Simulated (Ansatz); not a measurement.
CH4BFOS, SMILES `OBC(F)S` at its PBE0-D4/def2-TZVP geometry, where that method's forces vanish. The species carries charge 0 and has multiplicity 1.

```xyz
9

O    -1.5249   -0.5933    1.2424
B    -0.4800   -0.9072    0.4647
C     0.4499    0.2602   -0.0797
F     0.0387    1.4810    0.4751
S     0.3940    0.2948   -1.8681
H    -1.5915    0.3609    1.3792
H    -0.2631   -2.0531    0.2095
H     1.4866    0.1087    0.2355
H     1.4902    1.0479   -2.0585
```

(1) What forces (eV/Å) does ωB97M-V/def2-TZVPP give on these atoms in Ansatz 0.2.0? (An estimate is asked.)

Answers

(1) Computed: 
```
O1  -0.106  0.105  0.079
B2   0.122 -0.197 -0.076
C3   0.223 -0.223  0.000
F4  -0.092  0.181  0.069
S5   0.073  0.086 -0.101
H6   0.002 -0.053 -0.001
H7  -0.030  0.146  0.023
H8  -0.101  0.015 -0.017
H9  -0.090 -0.061  0.024
```
